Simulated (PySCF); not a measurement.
# Adding and removing an electron: NaPb

PBE; Na cc-pVDZ, Pb cc-pVDZ-PP with ECP60; scalar-relativistic core potentials (PySCF 2.14). Neutral (UKS): quartet (σ ↑, π ↑↑), Re = 3.000 Å, ωe = 159 cm⁻¹, De = 1.07 eV, HOMO -3.21 eV, LUMO -2.92 eV.

NaPb⁺ (UKS): triplet (σ ↑, π ↑), Re = 3.472 Å, ωe = 101 cm⁻¹. The energies at the minima are -355.05712 hartree for NaPb and -354.84933 for NaPb⁺.

Q: Work out the adiabatic ionisation energy, without and with harmonic zero-point energies (1 hartree = 27.2114 eV, 1 eV = 8065.5 cm⁻¹), and the change of the bond length.

A: At PBE: 0.20779 hartree = 5.654 eV between the minima; the zero-point term (101.0 − 159.0)/2 cm⁻¹ = -0.004 eV makes it 5.651 eV. Re changes by +47.2 pm against the neutral. The electron leaves a π orbital; in so polar a molecule the change of length follows mostly from the change of the ionic charges.

These are scalar-relativistic numbers at best; spin–orbit coupling would shift them, the dissociation energy most. States were picked by a PBE0 search and need not be the measured ground states.
